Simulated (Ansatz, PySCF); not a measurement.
Complex: N2 (SMILES N#N) (first 2 atoms) with CH2O (SMILES C=O); geometry from B3LYP-D3(BJ)/def2-TZVP.
(charge 0, multiplicity 1):
```xyz
6

N     -0.3431     0.1055    -0.8559
N      0.2646    -0.0814     0.0303
C      0.5615    -0.2433     3.1990
O     -0.4842     0.0254     3.7204
H      0.8302    -1.2801     2.9190
H      1.3186     0.5298     2.9656
```

Basis-set superposition error: the interaction energy with monomers in their own basis, and in the dimer's basis (counterpoise).

Codes used: Ansatz (a quantum-chemistry and plane-wave program); PySCF for 6-31G* rows. Each number belongs to the level named beside it.

| level | uncorrected (kcal/mol) | counterpoise (kcal/mol) | difference |
|---|---|---|---|
| HF/6-31G* | -0.20 | 0.00 | 0.19 |
| HF/aug-cc-pVTZ | 0.04 | 0.11 | 0.07 |
| BLYP/def2-TZVPPD | 0.15 | 0.22 | 0.07 |
| r2SCAN/def2-TZVPPD | -0.54 | -0.50 | 0.04 |
| B3LYP/6-31G* | -0.42 | -0.08 | 0.34 |
| B3LYP/def2-TZVPPD | -0.08 | -0.02 | 0.05 |
| wB97M-V/def2-TZVPPD | -0.75 | -0.71 | 0.05 |
| MP2/6-31G* | -0.94 | -0.51 | 0.43 |
| MP2/aug-cc-pVTZ | -1.09 | -0.84 | 0.25 |
| SCS-MP2/aug-cc-pVDZ | -1.06 | -0.54 | 0.51 |

The error is largest for SCS-MP2/aug-cc-pVDZ (0.51 kcal/mol) and smallest for r2SCAN/def2-TZVPPD (0.04 kcal/mol).
